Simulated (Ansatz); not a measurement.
C$_{4}$H$_{13}$O$_{2}$SbSi (`CC[O][Sb]([SiH3])[O]CC`), relaxed with RKS PBE-D4/def2-SVP in Ansatz from a rough embedded geometry. The force threshold is 0.03 eV/Å; the program also tests the step.

Charge 0, multiplicity 1. Sb: def2 effective core potential.

Start:

```xyz
21

C    -2.860   -0.946   -1.762
C    -1.923    0.260   -1.405
O    -0.941   -0.184   -0.547
Sb    0.269    1.325    0.008
Si   -1.075    1.759    2.077
O     1.573    0.189    0.953
C     2.464   -0.335    0.015
C     3.493   -1.252    0.696
H    -3.604   -0.513   -2.454
H    -3.324   -1.306   -0.868
H    -2.247   -1.675   -2.279
H    -1.437    0.663   -2.297
H    -2.520    1.090   -0.949
H    -1.272    0.520    2.784
H    -2.395    2.352    1.758
H    -0.300    2.704    2.988
H     1.940   -0.904   -0.765
H     3.012    0.544   -0.480
H     4.020   -0.657    1.459
H     4.182   -1.575   -0.076
H     2.945   -2.057    1.144
```

Question: By how much does the energy fall, and how many steps does the optimiser take? (Best estimate.)

Answer: Ansatz gave: 16.35 kcal/mol, in 31 steps, 1 of them rejected.

Question: Which bonds change most? (Best estimate.)

Answer: Computed: Sb4–Si5 from 2.505 to 2.606 Å; Sb4–O6 from 1.971 to 2.038 Å; Si5–H14 from 1.440 to 1.501 Å; C1–C2 from 1.568 to 1.525 Å.

Question: Give the relaxed structure. (Estimate.)

Answer: Computed: 
```xyz
21

C    -1.863   -0.993   -1.722
C    -2.098    0.511   -1.636
O    -1.825    1.020   -0.340
Sb    0.034    1.723    0.105
Si   -0.836    1.853    2.558
O     1.023    0.034    0.672
C     1.914   -0.601   -0.234
C     3.042   -1.256    0.551
H    -2.166   -1.392   -2.712
H    -2.445   -1.518   -0.936
H    -0.792   -1.237   -1.563
H    -1.503    1.034   -2.429
H    -3.169    0.737   -1.853
H    -1.357    0.495    2.930
H    -1.935    2.877    2.660
H     0.281    2.248    3.489
H     1.373   -1.381   -0.826
H     2.337    0.117   -0.981
H     3.625   -0.494    1.106
H     3.730   -1.803   -0.126
H     2.630   -1.974    1.288
```
